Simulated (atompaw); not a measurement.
## PBE PAW (atompaw) dataset for silver, scalar-relativistic all-electron reference.

silver (Ag), PAW, made with atompaw 4.2.0.5 (PBE, scalar-relativistic). Core [Kr], reference 4d10 5s0.75 5p0.25. Waves: 5s (bound): rc 2.00 bohr; 5s channel at 2.7 Ry: rc 3.00 bohr; 5p (bound): rc 3.00 bohr; 5p channel at 4.85 Ry: rc 3.00 bohr; 4d (bound): rc 3.00 bohr; 4d channel at 2.95 Ry: rc 3.00 bohr. Local part: bessel scheme, radius 2.00 bohr. Core correction: smooth core density matched at 2.35 bohr. Augmentation charge: besselshape compensation charge, radius 2.65 bohr; PAW radius 3.00 bohr; waves and projectors: custom rrkj vanderbiltortho.

Poles of the logarithmic derivatives, all-electron (AE) and pseudo (PS). s: poles at 0.8 (AE) and 0.8, 4.5 (PS) Ry. p: poles at 1.8 (AE) and 1.7 (PS) Ry. d: poles at -0.5, 3.6 (AE) and -0.5, 3.7 (PS) Ry. Test radius 3.00 bohr.

- Cutoffs needed: 12 Ry and 18 Ry (the cutoffs (Ry, on a coarse ladder) from which the occupation-weighted sum of valence levels, in a spherical-Bessel basis at the reference potential, stays within 10 and 1 mRy of its value at 400 Ry)
- Ghost test: no extra level below or beside the all-electron valence levels (s, p, d, f tested) (spherical-Bessel basis up to 400 Ry, 20 bohr box)
- Lowest eigenvalue of the overlap operator: 0.29 (p channel)
- Overlap eigenvalues printed by atompaw (projector basis): 0.12, 0.134, 1.56, 4.19, 10.5, 2.07e+04
- Share of each valence orbital outside the PAW sphere: 5s 47 %, 5p 84 %, 4d 3 %
